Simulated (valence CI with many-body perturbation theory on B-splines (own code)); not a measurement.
**Ce: calculated level list**

Calculated by valence CI with perturbative core correlation (CI+MBPT): four valence electrons over a frozen Dirac-Fock core [Xe], radial functions for each j: 8 s, 8 p, 9 d, 9 f, 6 g, 3 h, 2 i, with the one-electron correlation potential Σ1, the two-electron term Σ2, the three-electron term Σ3, Breit, model QED; selected CI, second order for the rest (own B-spline code, finite nucleus).

Against 61 measured levels this calculation errs by 235 cm⁻¹ on average and by 892 at most. These come from a selection out of the NIST Handbook of Basic Atomic Spectroscopic Data. Levels without a partner in it may be off by more, other configurations by several thousand cm⁻¹. Among the levels kept, up to 540 cm⁻¹ of a level comes from second order outside the variational space, and about a tenth of that is noise between levels of different J, which matters for small intervals. 3 measured levels below the end of the list, from 5637 cm⁻¹ on, found no clear computed partner.

Levels 1 to 45 of 68, with energies above the lowest level, 4f.5d.6s2 1G°_4. "Leading %" is the weight of the configuration and term that name the level; weights of strongly mixed levels are sums over their largest components and can fall short.

```
No.  Configuration  Term  J  E (cm⁻¹)  Leading %    Second component      g
  1      4f.5d.6s2   1G°  4       0.0         52  23 % 4f.5d.6s2 3H°  0.954
  2      4f.5d.6s2   3F°  2       256         60  22 % 4f.5d.6s2 1D°  0.758
  3      4f.5d.6s2   3H°  4      1324         50  16 % 4f.5d.6s2 1G°  0.880
  4      4f.5d2.6s   5H°  3      1402         30  28 % 4f.5d2.6s 3G°  0.694
  5      4f.5d.6s2   3F°  3      1680         73   8 % 4f.5d2.6s 3F°  1.062
  6      4f.5d2.6s   5H°  4      2132         46  33 % 4f.5d2.6s 3G°  0.971
  7      4f.5d2.6s   5H°  3      2244         41  41 % 4f.5d.6s2 3G°  0.651
  8      4f.5d.6s2   3H°  5      2258         65  14 % 4f.5d2.6s 3H°  1.034
  9      4f.5d.6s2   1D°  2      2464         50  20 % 4f.5d.6s2 3F°  0.940
 10      4f.5d2.6s   3G°  5      2866         51  34 % 4f.5d2.6s 5H°  1.153
 11      4f.5d2.6s   5I°  4      2883         89                      0.621
 12      4f.5d.6s2   3F°  4      3176         60   9 % 4f.5d2.6s 3F°  1.201
 13      4f.5d.6s2   3G°  4      3345         46  26 % 4f.5d2.6s 5H°  1.006
 14      4f.5d2.6s   5I°  5      3466         83   4 % 4f.5d.6s2 3H°  0.912
 15      4f.5d2.6s   3P°  0      3730         38  31 % 4f.5d2.6s 5D°       
 16      4f.5d2.6s   3P°  1      3742         29  22 % 4f.5d2.6s 3S°  1.565
 17      4f.5d2.6s   3G°  3      3853         58  23 % 4f.5d2.6s 5H°  0.726
 18      4f.5d2.6s   5H°  5      3908         55  30 % 4f.5d2.6s 3G°  1.137
 19      4f.5d2.6s   3G°  4      3940         42  19 % 4f.5d2.6s 5H°  1.044
 20      4f.5d.6s2   3H°  6      3980         52  18 % 4f.5d2.6s 5I°  1.149
 21      4f.5d2.6s   5H°  6      4111         50  37 % 4f.5d2.6s 5I°  1.146
 22      4f.5d.6s2   3D°  1      4117         64  15 % 4f.5d2.6s 3D°  0.567
 23      4f.5d2.6s   5H°  6      4462         38  33 % 4f.5d2.6s 5I°  1.151
 24      4f.5d.6s2   3G°  5      4606         65  17 % 4f.5d2.6s 3G°  1.189
 25      4f.5d2.6s   3S°  1      4764         46  36 % 4f.5d2.6s 5D°  1.839
 26      4f.5d2.6s   5D°  2      4885         67   7 % 4f.5d2.6s 3P°  1.405
 27      4f.5d2.6s   5H°  7      4963         44  42 % 4f.5d2.6s 5I°  1.224
 28      4f.5d.6s2   3D°  2      5115         56  14 % 4f.5d2.6s 3D°  1.145
 29      4f.5d2.6s   5D°  3      5220         50  18 % 4f.5d2.6s 3F°  1.298
 30      4f.5d2.6s   3F°  4      5260         37  34 % 4f.5d2.6s 5D°  1.309
 31      4f.5d2.6s   3F°  2      5329         38  33 % 4f.5d2.6s 5G°  0.682
 32      4f.5d.6s2   3D°  3      5360         48  17 % 4f.5d.6s2 1F°  1.229
 33      4f.5d2.6s   5D°  0      5432         49  26 % 4f.5d.6s2 3P°       
 34      4f.5d2.6s   5I°  7      5446         48  47 % 4f.5d2.6s 5H°  1.231
 35      4f.5d2.6s   5F°  1      5539         67   6 % 4f.5d.6s2 3P°  0.377
 36      4f.5d.6s2   3P°  1      5576         22  20 % 4f.5d2.6s 5D°  1.170
 37        4f2.6s2    3H  4      5655         84                      0.806
 38      4f.5d2.6s   5F°  2      5839         63  22 % 4f.5d2.6s 5G°  0.869
 39      4f.5d2.6s   3H°  4      5937         51  26 % 4f.5d2.6s 1G°  0.920
 40      4f.5d2.6s   5D°  3      6107         34  16 % 4f.5d2.6s 5G°  1.244
 41      4f.5d2.6s   3P°  2      6260         31  27 % 4f.5d.6s2 3P°  1.408
 42      4f.5d2.6s   5G°  3      6289         41  41 % 4f.5d2.6s 5F°  1.070
 43      4f.5d2.6s   3I°  5      6403         41  15 % 4f.5d2.6s 1H°  0.935
 44      4f.5d2.6s   5I°  8      6484         96                      1.250
 45      4f.5d2.6s   3F°  2      6687         43  31 % 4f.5d2.6s 5G°  0.652
```

Names give the largest LS component (configuration and term), which can be under half, so a name can repeat, a term be missing and a line seem to break the LS rules; names also repeat where a configuration has a term twice.

Where two levels of one J and parity lie close, their mixing, g and order are uncertain.

The ionisation energy to 4f.5d2 4H°_7/2 of the next ion comes out as 5.3693 eV (NIST: 5.5386 eV (measured), further off than twice its uncertainty). All 68 levels together are meant to be complete up to 8320 cm⁻¹.
